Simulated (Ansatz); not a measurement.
```yaml
crystal:
  periodic: [false, false, false]
  atoms:
    - {symbol: Li, position_ang: [-0.840607, -2.206689, 0.616653]}
    - {symbol: Li, position_ang: [-2.154094, 0.961890, 0.560914]}
    - {symbol: Li, position_ang: [2.118894, -2.017187, -0.409745]}
    - {symbol: Li, position_ang: [-0.046238, -0.048389, -1.325286]}
    - {symbol: Li, position_ang: [0.736150, 0.379006, 1.123261]}
    - {symbol: Li, position_ang: [0.118068, 2.986536, -0.510062]}
basis:
  gaussian: {orbitals: STO-3G, nuclear_model: gaussian}
total_charge: 1
magnetization: {spin_polarized: false, initial_magnetization: 3}
hamiltonian: {xc: {name: revPBE0}}
scf: {omitted_lower_state_checks: [starts]}
output: {forces: true}
```

```sh
$ ansatz run in.yaml --threads 4 --pin off --events-out ev --progress --plain --max-ram 3916MiB
```

Output, abridged:

```
Functional definition: revPBE0
360 factors; integrals over basis functions are off by at most 4.3e-4 eV
mean field evaluation 1: about -1202.5689 eV, gradient 6.7e0 eV
mean field evaluation 2: about -1203.3036 eV, gradient 6.2e0 eV
mean field evaluation 4: about -1203.7872 eV, gradient 4.4e-1 eV
mean field evaluation 8: about -1203.8029 eV, gradient 8.1e-2 eV
mean field evaluation 16: about -1203.8032 eV, gradient 3.6e-3 eV
mean field evaluation 32: about -1203.8033 eV, gradient 3.2e-5 eV
mean field -1203.80325767 eV, -44.2389537522 hartree, gradient 9.7e-7 eV, S^2 3.750000; 0 other end points of the search recorded, 0 dependent functions left out
reference -1203.80331254 eV, -44.2389557688 hartree; 10, 7 occupied and 20, 23 virtual orbitals, 360 factors
Total energy: -1203.80331254 eV, -44.2389557688 hartree
Atom 0 at    -0.840607    -2.206689     0.616653 Å, force    -0.077261     0.411651    -0.026173 eV/Å
Atom 1 at    -2.154094     0.961890     0.560914 Å, force     0.199946    -0.302317    -0.030400 eV/Å
Atom 2 at     2.118894    -2.017187    -0.409745 Å, force    -0.052314     0.227707    -0.000965 eV/Å
Atom 3 at    -0.046238    -0.048389    -1.325286 Å, force    -0.192770    -0.057404    -0.274212 eV/Å
Atom 4 at     0.736150     0.379006     1.123261 Å, force     0.039997    -0.029733     0.334950 eV/Å
Atom 5 at     0.118068     2.986536    -0.510062 Å, force     0.082403    -0.249904    -0.003201 eV/Å
Dipole moment:     0.092669     0.078110    -0.015956 e Å
Checks for a lower state left out: starts
```

Hardware: 4 threads of Arm Neoverse V2 on a shared host. Wall time 2.1 s.

With spin_polarized false and unpaired electrons the run is restricted open-shell.

The dipole of an ion depends on the origin.
